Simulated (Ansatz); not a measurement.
Ansatz (an electronic-structure program) input (B3LYP/cc-pVDZ):

Ansatz 0.2 input:
```yaml
crystal:
  periodic: [false, false, false]
  atoms:
    - {symbol: B, position_ang: [0.31842600, -0.56037100, -0.14305900]}
    - {symbol: F, position_ang: [0.23682600, 0.07215500, 1.09084100]}
    - {symbol: F, position_ang: [-0.41372900, 0.23916200, -1.01136400]}
basis:
  gaussian:
    orbitals: cc-pVDZ
hamiltonian:
  xc: {name: B3LYP}
total_charge: -1
output: {forces: true}
```

Output:

```
Functional definition: B3LYP
integrals: 0.01 GiB planned
393 factors; integrals over basis functions are off by at most 3.4e-4 eV
mean field: 0.09 GiB planned
mean field evaluation 1: about -6109.5291 eV, gradient 3.2e1 eV
mean field evaluation 2: about -6108.3629 eV, gradient 4.4e1 eV
mean field evaluation 4: about -6111.2559 eV, gradient 2.0e-1 eV
mean field evaluation 8: about -6111.2541 eV, gradient 1.1e-3 eV
mean field -6111.25406603 eV, -224.5844445697 hartree, gradient 6.7e-7 eV, S^2 0.000000; 0 other end points of the search recorded, 0 dependent functions left out
the calculation of the forces begins
reference -6111.25421901 eV, -224.5844501919 hartree; 12, 12 occupied and 30, 30 virtual orbitals, 393 factors
Total energy: -6111.25421901 eV, -224.5844501919 hartree
Atom 0 at     0.318426    -0.560371    -0.143059 Å, force     0.763370    -1.343390    -0.342959 eV/Å
Atom 1 at     0.236826     0.072155     1.090841 Å, force    -0.205634     0.626500     0.740369 eV/Å
Atom 2 at    -0.413729     0.239162    -1.011364 Å, force    -0.557735     0.716890    -0.397411 eV/Å
Dipole moment:    -0.360251     0.633975     0.161850 e Å
```

The dipole moment of an ion depends on the origin.

The geometry given is a B3LYP-D3(BJ)/def2-TZVP minimum.
